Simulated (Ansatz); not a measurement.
`CN(C)B(N(C)C)N(C)C` → B• + 6 C• + 18 H• + 3 N•  (atomization)

Computed with Ansatz on PBE0-D4/def2-TZVP structures; ΔE is electronic, products minus reactants. CCSD(T)/CBS adds triple-zeta CCSD(T) − MP2 to the extrapolated MP2 energy (def2 sets, frozen cores). This one scheme is used for every species, atoms too. DFT in def2-TZVPP. Open shells (•) are unrestricted, without spin–orbit coupling. Spin–orbit coupling would lower the free atoms: a little for B, C. Each species was taken in one conformer, which may not be the lowest.

`CN(C)B(N(C)C)N(C)C`:

```xyz
28

C     1.459    2.065    0.002
N     1.160    0.727    0.433
C     2.137    0.191    1.339
B     0.000    0.000    0.000
N    -0.626   -0.944    0.882
C    -1.286   -2.136    0.425
C    -0.654   -0.792    2.311
N    -0.534    0.217   -1.315
C     0.278    0.554   -2.452
C    -1.934    0.117   -1.626
H     2.393    2.122   -0.577
H     0.651    2.455   -0.616
H     1.576    2.736    0.865
H     3.142    0.223    0.895
H     1.909   -0.849    1.570
H     2.186    0.751    2.285
H    -2.363   -2.134    0.653
H    -1.166   -2.246   -0.652
H    -0.858   -3.027    0.905
H    -0.215    0.163    2.600
H    -1.688   -0.812    2.685
H    -0.109   -1.593    2.831
H     0.128   -0.168   -3.267
H     0.041    1.549   -2.857
H     1.333    0.538   -2.182
H    -2.512   -0.059   -0.719
H    -2.299    1.047   -2.083
H    -2.150   -0.696   -2.335
```

```tsv
level	ΔE (kJ/mol)
PBE0-D4	11069.0
revPBE	10763.0
```

Question: What does CCSD(T)/CBS give? (An estimate is asked.)

Answer: Computed: +10966.4 kJ/mol. The listed levels differ from it by 102.6, -203.4 kJ/mol.

Largest T1 diagnostic among the species: 0.014.

From r2SCAN to r2SCAN0 (25 % exact exchange), in def2-TZVPP and without D4, ΔE moves by −124.5 kJ/mol: exact exchange takes away binding that semilocal exchange gives to molecules. Leaving LDA and LC-ωPBE aside and taking each functional with its dispersion term where it has one, the values, not all of them listed here, spread over 488.6 kJ/mol, from BHLYP-D4 to PBE-D4. LDA lies +1411.8 kJ/mol from PBE without D4, its usual overbinding. At CCSD(T), def2-SVP lies −459.9 kJ/mol from the extrapolated value and def2-TZVPP −259.6 kJ/mol: correlation converges slowly with the basis, and small sets miss more of it in the bonded molecule than in its fragments.

For atomizations the MP2-based limit and the directly extrapolated one differ by several kJ/mol either way, and by 10 to 25 for some Ge, Se and Sn compounds, so smaller differences from it don't rank the levels.
